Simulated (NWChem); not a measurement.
Species: C2H5O2 cation; SMILES COC=[OH+]

```xyz
9

C      0.5069    -1.4417    -0.0013
O     -0.6700    -0.5440    -0.0009
C     -0.5845     0.7180    -0.0003
O      0.4791     1.4338     0.0006
H      1.0792    -1.2728     0.9136
H      0.0760    -2.4399    -0.0068
H      1.0849    -1.2655    -0.9113
H     -1.5222     1.2718    -0.0005
H      1.3336     0.9515     0.0010
```
Atoms are numbered in this order, from 1.

All runs: NWChem. Pople sets run with spherical d functions. Geometry: optimised at B3LYP/6-31G* (spherical d). Atomic charges in e: unrestrained fits to the electrostatic potential beside Mulliken populations; buried atoms are poorly determined by the fit.

Question: Predict the results for Hartree-Fock/6-31G*. Quantities: ESP C1; Mulliken C1; ESP O2; Mulliken O2; ESP C3; Mulliken C3; ESP O4; Mulliken O4; relative RMS misfit of the potential (%).

Answer: 
| Property | Value |
|---|---|
| ESP C1 | 0.15 |
| Mulliken C1 | -0.28 |
| ESP O2 | -0.38 |
| Mulliken O2 | -0.51 |
| ESP C3 | 0.82 |
| Mulliken C3 | 0.69 |
| ESP O4 | -0.51 |
| Mulliken O4 | -0.61 |
| relative RMS misfit of the potential (%) | 2 |
